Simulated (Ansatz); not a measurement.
A structure relaxed at PBE0-D4/def2-TZVP in Ansatz, charge 1, singlet:

```tsv
atom	x (Å)	y (Å)	z (Å)
Al1	-0.590	0.465	-1.039
Si2	0.487	-0.369	0.847
Si3	-1.115	-1.804	-0.276
Si4	1.218	1.708	0.467
```

(1) Give its formula and point group.

(2) Summarise the bond lengths by kind (pairs closer than 1.2 times the sum of covalent radii, bridged metal pairs left out).

Results:

(1) the cluster AlSi₃⁺. Point group Cs (tolerance 0.1 Å).

(2) 3 × Al–Si 2.33 to 2.66 Å; 2 × Si–Si 2.23 to 2.43 Å.

The restricted singlet is unstable towards broken spin symmetry at other levels; at PBE0-D4/def2-TZVP this wasn't settled. Another isomer (singlet) lies 1.37 eV lower at PBE0-D4/def2-TZVP; other spin states weren't run for this one.
